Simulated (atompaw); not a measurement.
u(r) = r·R(r): atom against pseudo-atom (vanadium)

Columns: radius, all-electron u(r) and pseudo u(r) of the 3d shell (level -5.16 eV) of vanadium in the configuration [Ar] 3d3 4s2 4p0; PBE, scalar-relativistic, PAW (atompaw) scheme, atompaw 4.2.0.5.

| r (bohr) | all-electron | pseudo |
| --- | --- | --- |
| 0.115 | 0.0546 | 0.0002 |
| 0.231 | 0.2247 | 0.0019 |
| 0.346 | 0.4186 | 0.0065 |
| 0.462 | 0.5832 | 0.0153 |
| 0.577 | 0.7006 | 0.0294 |
| 0.692 | 0.7733 | 0.0499 |
| 0.808 | 0.8080 | 0.0774 |
| 0.923 | 0.8137 | 0.1119 |
| 1.038 | 0.7997 | 0.1531 |
| 1.154 | 0.7728 | 0.2004 |
| 1.269 | 0.7385 | 0.2511 |
| 1.385 | 0.6999 | 0.3036 |
| 1.500 | 0.6599 | 0.3537 |
| 1.615 | 0.6198 | 0.3982 |
| 1.731 | 0.5803 | 0.4335 |
| 1.846 | 0.5427 | 0.4558 |
| 1.962 | 0.5067 | 0.4635 |
| 2.077 | 0.4730 | 0.4565 |
| 2.192 | 0.4414 | 0.4376 |
| 2.308 | 0.4117 | 0.4115 |
| 2.423 | 0.3842 | 0.3842 |
| 2.538 | 0.3586 | 0.3586 |
| 2.654 | 0.3344 | 0.3344 |
| 2.769 | 0.3121 | 0.3121 |
| 2.885 | 0.2910 | 0.2910 |
| 3.000 | 0.2715 | 0.2715 |

Task: How many radial nodes do the two functions have?

Result: The all-electron 3d function has n − l − 1 = 0; the pseudo-wave has 0.

Task: At about which radius was the pseudo-wave matched?

Result: 2.40 bohr, where the columns begin to agree (steps of 0.12 bohr).

Task: Is the pseudo-wave norm-conserving?

Result: No, it belongs to a PAW set: the norm inside the radius is not constrained, and the difference is carried by the augmentation charge.
